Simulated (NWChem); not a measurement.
System: B₃H₂O₃ cation

Input file for NWChem:

```
start job
memory heap 200 mb stack 900 mb global 1100 mb
charge 1
geometry units angstroms noautosym nocenter noautoz
  B      0.000000     0.000000     1.163286
  O     -1.231978     0.000000     0.828139
  B     -1.239410     0.000000    -0.650989
  O      0.000000     0.000000    -1.223483
  B      1.239410     0.000000    -0.650989
  O      1.231978     0.000000     0.828139
  H     -2.277066     0.000000    -1.202972
  H      2.277066     0.000000    -1.202972
end
basis spherical
  * library 6-31+g*
end
dft
  xc pbe0
  iterations 150
end
property
  response 1 0.0428
end
task dft property
```

Output (shortened):

```
             Northwest Computational Chemistry Package (NWChem) 7.3.0
             --------------------------------------------------------

                             Geometry "geometry" -> ""
                             -------------------------

 Output coordinates in angstroms (scale by  1.889725989 to convert to a.u.)

  No.       Tag          Charge          X              Y              Z
 ---- ---------------- ---------- -------------- -------------- --------------
    1 B                    5.0000     0.00000000     0.00000000     1.16328600
    2 O                    8.0000    -1.23197800     0.00000000     0.82813900
    3 B                    5.0000    -1.23941000     0.00000000    -0.65098900
    4 O                    8.0000     0.00000000     0.00000000    -1.22348300
    5 B                    5.0000     1.23941000     0.00000000    -0.65098900
    6 O                    8.0000     1.23197800     0.00000000     0.82813900
    7 H                    1.0000    -2.27706600     0.00000000    -1.20297200
    8 H                    1.0000     2.27706600     0.00000000    -1.20297200

 Effective nuclear repulsion energy (a.u.)     193.0118087554

                              NWChem Property Module
                              ----------------------

                                 NWChem DFT Module
                                 -----------------

 Summary of "ao basis" -> "ao basis" (spherical)
 ------------------------------------------------------------------------------
       Tag                 Description            Shells   Functions and Types
 ---------------- ------------------------------  ------  ---------------------
 B                          6-31+g*                  8       18   4s3p1d
 O                          6-31+g*                  8       18   4s3p1d
 H                          6-31+g*                  2        2   2s

            General Information
            -------------------
          SCF calculation type: DFT
          Wavefunction type:  closed shell.
          No. of atoms     :     8
          No. of electrons :    40
           Alpha electrons :    20
            Beta electrons :    20
          Charge           :     1
          Spin multiplicity:     1
          Use of symmetry is: off; symmetry adaption is: off
          Maximum number of iterations: 150
          AO basis - number of functions:   112
                     number of shells:    52
          Convergence on energy requested:  1.00D-06
          Convergence on density requested:  1.00D-05
          Convergence on gradient requested:  5.00D-04

              XC Information
              --------------
                         PBE0 Method XC Functional
                     Hartree-Fock (Exact) Exchange  0.250
          PerdewBurkeErnzerhof Exchange Functional  0.750
            Perdew 1991 LDA Correlation Functional  1.000 local
           PerdewBurkeErnz. Correlation Functional  1.000 non-local

             Grid Information
             ----------------
          Grid used for XC integration:  medium
          Radial quadrature: Mura-Knowles
          Angular quadrature: Lebedev.
          Tag              B.-S. Rad. Rad. Pts. Rad. Cut. Ang. Pts.
          ---              ---------- --------- --------- ---------
          B                   0.85       49          13.0       434
          O                   0.60       49          12.0       434
          H                   0.35       45          12.0       434
          Grid pruning is: on
          Number of quadrature shells:   384
          Spatial weights used:  Erf1

      Superposition of Atomic Density Guess
      -------------------------------------

 Sum of atomic energies:        -298.85638456

 Renormalizing density from      41.00 to     40

      Non-variational initial energy
      ------------------------------

 Total energy =    -296.633111
 1-e energy   =    -770.557801
 2-e energy   =     280.912881
 HOMO         =      -0.738550
 LUMO         =      -0.324314

   convergence    iter        energy       DeltaE   RMS-Dens  Diis-err
 ---------------- ----- ----------------- --------- --------- ---------
 d= 0,ls=0.0,diis     1   -300.7258176839 -4.94D+02  1.82D-02  2.67D+00
 d= 0,ls=0.0,diis     2   -300.4200353115  3.06D-01  1.10D-02  6.03D+00
 d= 0,ls=0.0,diis     3   -300.9972970845 -5.77D-01  1.34D-03  1.92D-02
 d= 0,ls=0.0,diis     4   -300.9989011820 -1.60D-03  4.79D-04  6.52D-03
 d= 0,ls=0.0,diis     5   -300.9995830068 -6.82D-04  1.09D-04  4.65D-04
  Resetting Diis
 d= 0,ls=0.0,diis     6   -300.9996261427 -4.31D-05  2.59D-05  2.13D-05
 d= 0,ls=0.0,diis     7   -300.9996286410 -2.50D-06  5.06D-06  1.50D-07
 d= 0,ls=0.0,diis     8   -300.9996286472 -6.18D-09  2.15D-06  1.97D-07

         Total DFT energy =     -300.999628647206
      One electron energy =     -783.318408857632
           Coulomb energy =      327.522210295757
    Exchange-Corr. energy =      -38.215238840735
 Nuclear repulsion energy =      193.011808755404

 Numeric. integr. density =       39.999983179943

                       DFT Final Molecular Orbital Analysis
                       ------------------------------------

[...]

 DFT Linear Response polarizability / au
 Frequency  =       0.0428000 / au
 Wavelength =    1064.5643224 / nm
              X              Y              Z
 -----------------------------------------------
 X      45.0185311      0.0000000     -0.0000001
 Y       0.0000000     23.6732347      0.0000000
 Z      -0.0000001      0.0000000     38.2983086
 -----------------------------------------------
 Eigenvalues =      45.0185311     23.6732347     38.2983086
 Isotropic   =      35.6633581
 Anisotropic =      18.9033840
 -----------------------------------------------

 Magnetic Dipole Response Matrix (nonzero elements):

 Exiting AOResponse driver routine
```

Level: PBE0/6-31+G* (spherical d). Geometry: optimised at B3LYP/6-31G* (spherical d).
